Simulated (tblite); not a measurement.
BaCl (SMILES [Cl][Ba]), doublet, at a GFN2-xTB geometry (such geometries of metal compounds can be far from the true shape) (the spin is typed, not shown lowest); GFN1-xTB in tblite.

The tblite input:
```
$ tblite run mol.xyz --method gfn1 --charge 0 --spin 1 --json tblite.json --no-restart

# file mol.xyz
2

Ba    -0.00000000    -0.00000000    -0.58554041
Cl     0.00000000     0.00000000     1.92883900
```

Output, abridged:

```
xTB calculator
 | screened Coulomb repulsion
 | Coulomb electrostatics
 |  * isotropic Klopman-Ohno-Mataga-Nishimoto electrostatics
 |  * onsite third-order electrostatics
 | DFT-D3(BJ) dispersion correction

halogen bonding energy    0.0000000000000E+00 Eh
repulsion energy          1.1760904236520E-02 Eh
dispersion energy        -5.0514258132735E-04 Eh
number of electrons       9.0000000000000E+00 e
integral cutoff           4.0000000000000E+01 bohr

------------------------------------------------------------
  cycle        total energy    energy error   density error
------------------------------------------------------------
      1     -4.795286023647  -4.8065418E+00   5.5647480E-01
      2     -4.807609644015  -1.2323620E-02   3.1507337E-01
      3     -4.811374380593  -3.7647366E-03   8.1110539E-02
      4     -4.801135974286   1.0238406E-02   2.6000923E-01
      5     -4.812739560591  -1.1603586E-02   8.3480397E-03
      6     -4.812752951068  -1.3390477E-05   3.3388233E-03
      7     -4.812755447532  -2.4964643E-06   3.2173831E-04
      8     -4.812755471902  -2.4369572E-08   6.6042755E-05
      9     -4.812755472607  -7.0469763E-10   2.9147123E-05
     10     -4.812755472803  -1.9662494E-10   9.0039836E-08
------------------------------------------------------------

electronic energy        -4.8240112344586E+00 Eh
total energy             -4.8127554728034E+00 Eh

Post processing:
 | Mayer-Wiberg bond orders

[Info] JSON dump of results written to 'tblite.json'
```
